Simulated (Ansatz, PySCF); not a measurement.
Gas-phase reaction in SMILES: [Sb]#[Sb] → [Sb]#[Sb] as triplet, charge 0
Structures are relaxed separately at B3LYP-D3(BJ)/def2-TZVP in Ansatz (an electronic-structure program). Unstable Hartree-Fock reference: [Sb]#[Sb]. Markedly spin-contaminated UHF reference, which strains HF, MP2 and, less, CCSD(T): [Sb]#[Sb] as triplet, charge 0. High T1 diagnostic, so coupled cluster is less sure: [Sb]#[Sb] as triplet, charge 0. A spin state is the lowest found, not a proven ground state.

Wanted: adiabatic triplet-singlet gap (0 K, with B3LYP-D3(BJ) harmonic zero-point energies from PySCF), in kcal/mol. Valence correlation only, unless marked. Open shells are spin-unrestricted. Spin-orbit coupling is left out. The frozen core is the preceding noble-gas configuration, with the filled d and f shells of earlier blocks. Past Kr the def2 sets carry scalar-relativistic core potentials. STO-3G rows are all-electron and non-relativistic. CBS(X,Y): correlation extrapolated as X^-3; Hartree-Fock from the larger set.

```json
[
 {"level": "CCSD/STO-3G", "program": "Ansatz", "adiabatic triplet-singlet gap (kcal/mol)": "28.1"},
 {"level": "CCSD/def2-TZVPPD", "program": "Ansatz", "adiabatic triplet-singlet gap (kcal/mol)": "[?]"},
 {"level": "CCSD/def2-QZVPP", "program": "Ansatz", "adiabatic triplet-singlet gap (kcal/mol)": "30.4"},
 {"level": "CCSD/def2-QZVPPD", "program": "Ansatz", "adiabatic triplet-singlet gap (kcal/mol)": "30.4"},
 {"level": "CCSD(T)/CBS(def2-TZVPPD,def2-QZVPPD)", "program": "Ansatz", "adiabatic triplet-singlet gap (kcal/mol)": "[?]"}
]
```

**Question.** What belongs in the gaps?

**Answer.** 
- CCSD/def2-TZVPPD, adiabatic triplet-singlet gap (kcal/mol): 29.7
- CCSD(T)/CBS(def2-TZVPPD,def2-QZVPPD), adiabatic triplet-singlet gap (kcal/mol): 34.7
